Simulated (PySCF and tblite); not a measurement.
Results of a calculation; reference values are marked as such.
System: C₅H₈S₂, numbered as in [CH3:1][S:2][S:3][C:4]1=[CH:5][CH2:6][CH2:7]1.

For the rotation about the S2–S3 bond (torsion C1–S2–S3–C4 from 86° to 274°, rising): electronic barrier 6.36 kcal/mol, zero-point change -0.11 kcal/mol, thermal and entropy terms at 250 K a further 0.37 kcal/mol (symmetry numbers apart). The minimum is C1, the saddle Cs. Geometries: GFN2-xTB; energies: BP86/pcSseg-1 + D3(BJ); zero-point and thermal terms from GFN2-xTB harmonic modes (soft modes blended into free rotors). Rates follow Eyring's equation with the number of equivalent paths and no tunnelling. Programs: tblite and PySCF.

**Question.** How many equivalent paths lead out of the minimum?

**Answer.** 1: the symmetry number of the minimum is 1, that of the saddle displaced along its mode 1.

**Question.** Work out the rate at 250 K.

**Answer.** ΔG‡ = 6.62 kcal/mol; k_B T/h = 5.2×10¹² s⁻¹; exp(−ΔG‡/RT) = 1.6×10⁻⁶; times 1 gives k = 8.5×10⁶ s⁻¹. Wigner's tunnelling factor for the 44i cm⁻¹ mode would be 1.00.
